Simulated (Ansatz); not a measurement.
`C=C=C[SiH2][SiH3]`, relaxed with RKS PBE0-D4/def2-TZVP in Ansatz 0.2.0 from a PBE-D4/def2-SVP geometry. The force threshold is 0.005 eV/Å; the program also tests the step.

Total charge 0; spin multiplicity 1.

Start:

```xyz
13

C     1.484    0.915    2.469
C     0.530    0.931    1.561
C    -0.396    0.936    0.620
Si   -0.029    0.426   -1.156
Si   -1.034   -1.659   -1.597
H     2.096    1.810    2.671
H     1.696    0.009    3.061
H    -1.433    1.218    0.889
H     1.460    0.335   -1.348
H    -0.586    1.451   -2.112
H    -0.439   -2.715   -0.702
H    -2.514   -1.583   -1.323
H    -0.835   -2.074   -3.032
```

Task: By how much does the energy fall, and how many steps does the optimiser take? (An estimate is asked.)

Result: The calculation gave: 5.75 kJ/mol, in 18 steps, 3 of them rejected.

Task: Which bonds change most? (An estimate is asked.)

Result: Ansatz gave: C3–Si4 from 1.885 to 1.864 Å; Si5–H13 from 1.507 to 1.489 Å; C1–H7 from 1.103 to 1.085 Å; C1–H6 from 1.103 to 1.085 Å.

Task: Give the relaxed structure. (Estimate.)

Result: Computed: 
```xyz
13

C     1.487    0.956    2.438
C     0.532    0.929    1.556
C    -0.396    0.892    0.644
Si   -0.019    0.393   -1.113
Si   -1.049   -1.650   -1.612
H     2.056    1.861    2.618
H     1.734    0.076    3.022
H    -1.419    1.137    0.926
H     1.455    0.283   -1.274
H    -0.533    1.430   -2.051
H    -0.507   -2.728   -0.741
H    -2.516   -1.550   -1.378
H    -0.824   -2.027   -3.035
```
